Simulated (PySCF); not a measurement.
## [CuF5]3-: what the settings change

[CuF5]3-: Cu(II) (d9), charge -3. The structure is a PBE0-D3(BJ)/def2-TZVP, IEF-PCM water geometry optimised for multiplicity 2; coordination square pyramidal, point group C2v, metal–donor distances 1.94–2.24 Å.

```
6

Cu    0.000    0.000    0.000
F     1.926    0.000   -0.276
F    -1.926    0.000   -0.276
F     0.000   -1.932   -0.216
F     0.000    1.932   -0.216
F     0.000    0.000    2.237
```

Method (PySCF 2.14, density fitting): CASSCF(9,5) with orbitals averaged over all microstates of the shell, strongly contracted NEVPT2 on the averaged canonical orbitals; basis x2c-TZVPall on the metal, x2c-SVPall elsewhere; spin-free X2C; IEF-PCM water; spin-orbit coupling by state interaction with the mean-field operator over all roots.

Base run: NEVPT2 ground state 2A1, next 2A2 at 9556, then 2A1 at 10674 cm⁻¹, ζ 807 cm⁻¹, g 2.097 2.106 2.601, μeff(300 K) 2.03 μB.

Q: What happens with the basis x2c-TZVPall on all atoms?

A: NEVPT2 ground state 2A1, next 2A2 at 9149, then 2A1 at 10206 cm⁻¹, ζ 807 cm⁻¹, g 2.100 2.109 2.625, μeff(300 K) 2.04 μB. It took 12 s against 4.7 s on a shared host of the same kind.

NEVPT2 lifts 2A2 from 7000 to 9556 cm⁻¹; on the d shell alone such lifts tend to overshoot.
